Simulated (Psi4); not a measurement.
A dimer, C2H2 ··· COS (SMILES C#C and O=C=S), singlet; the first 4 atoms form monomer A.

```
7

C     -0.4959    -0.0807     0.3251
C      0.4959     0.0807    -0.3250
H     -1.3768    -0.2242     0.9019
H      1.3768     0.2241    -0.9019
O      0.7036     3.3029    -0.7203
C     -0.2554     3.3243    -0.0761
S     -1.5519     3.3532     0.7949
```

Task: What interaction energy does SAPT0/jun-cc-pVDZ, frozen core (Psi4) give, and which attractive term is the largest?

Result: Total -1.35 kcal/mol: electrostatics -2.93, exchange 4.11, induction -0.36, dispersion -2.16. The most attractive term is electrostatics.
